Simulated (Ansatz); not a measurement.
`[MgH][O][SiH3]` + `[OH][In]([SH])[Cl]` → `[SiH3][O][In]([SH])[Cl]` + `[OH][MgH]`  (ligand exchange at the Si–O bond)

Isolated molecules relaxed with PBE0-D4/def2-TZVP in Ansatz; ΔE leaves out vibrations. CCSD(T)/CBS is the MP2 limit (def2-TZVPP, def2-QZVPP) plus CCSD(T) − MP2 in def2-TZVPP, frozen cores. DFT in def2-TZVPP. B3LYP here is the variant with VWN-RPA as its local correlation; programs differ in this. def2 core potentials past Kr. For In, Mg outer-core shells are correlated without core-valence functions, which leaves a few kJ/mol of doubt a bond. Each species was taken in one conformer, which may not be the lowest.

`[MgH][O][SiH3]`:

Cartesian coordinates in Å:
```
Mg 0.189 2.049 -0.765
O 0.036 0.374 -0.140
Si -0.104 -1.130 0.422
H 0.333 3.624 -1.353
H -0.122 -1.155 1.914
H -1.365 -1.775 -0.051
H 1.033 -1.988 -0.026
```

`[OH][In]([SH])[Cl]`:

Cartesian coordinates in Å:
```
O -0.574 0.996 -1.683
In -0.022 0.074 -0.037
S 0.393 -2.238 0.049
Cl 0.204 1.411 1.851
H -0.705 1.937 -1.536
H 0.704 -2.180 1.356
```

`[SiH3][O][In]([SH])[Cl]`:

Cartesian coordinates in Å:
```
Si 0.093 1.714 -0.646
O -0.238 0.124 -0.465
In 0.131 -1.290 0.845
S -0.678 -3.455 0.427
Cl 1.345 -0.681 2.708
H 0.978 1.916 -1.825
H -1.174 2.463 -0.865
H 0.773 2.273 0.557
H -1.230 -3.064 -0.736
```

`[OH][MgH]`:

Cartesian coordinates in Å:
```
O -0.440 0.338 0.911
Mg 0.286 -0.220 -0.593
H -0.830 0.639 1.719
H 0.983 -0.757 -2.037
```

| level | ΔE (kJ/mol) |
| --- | --- |
| r2SCAN-D4 | 24.8 |
| B3LYP-D4 | 22.6 |
| B2PLYP | 23.9 |
| PBE | 28.3 |
| CCSD/def2-TZVPP | 22.0 |
| CCSD(T)/def2-TZVPP | 22.4 |
| HF/def2-QZVPP | 20.8 |
| MP2/def2-QZVPP | 20.1 |

(1) What does CCSD(T)/CBS give? (Estimate.)

Largest T1 diagnostic among the species: 0.015.

## Answers

(1) Ansatz gave: +20.7 kJ/mol. The listed levels differ from it by 4.1, 1.9, 3.2, 7.6, 1.3, 1.7, 0.1, -0.6 kJ/mol.

The D4 term adds −3.1 kJ/mol with B3LYP and −2.0 kJ/mol with PBE0; it sums over pairs of atoms, weighted by their polarisabilities, and B3LYP, whose exchange is more repulsive, gets the larger term.
